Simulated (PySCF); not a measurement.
Ge(H)(F)2(OMe) (CH4F2GeO), SMILES C[O][GeH]([F])[F].

Geometry optimised at B3LYP-D3(BJ)/def2-SVP. The structure was generated by enumeration, and PubChem lists no compound with its InChIKey, so it may never have been made. Other conformers were not sampled.

These are ωB97X/def2-TZVP (PySCF) values and carry that method's errors.

Isolated molecule, no solvent.

Estimate the frontier levels, gap, dipole moment and polarisability. (The exact figures need the calculation; the answer reports its results.)


```yaml
highest_occupied_level: -11.32 eV
lowest_empty_level: 2.13 eV
orbital_gap: 13.45 eV
dipole_moment: 1.51 D
quadrupole, principal values (traceless, Buckingham form, about the centre of nuclear charge): -5.39, -5.33, 10.73 D·Å
mean_static_polarisability: 41.3 bohr³ (6.12 Å³)
polarisability_principal_values: 37.6, 38.3, 48.0 bohr³
```
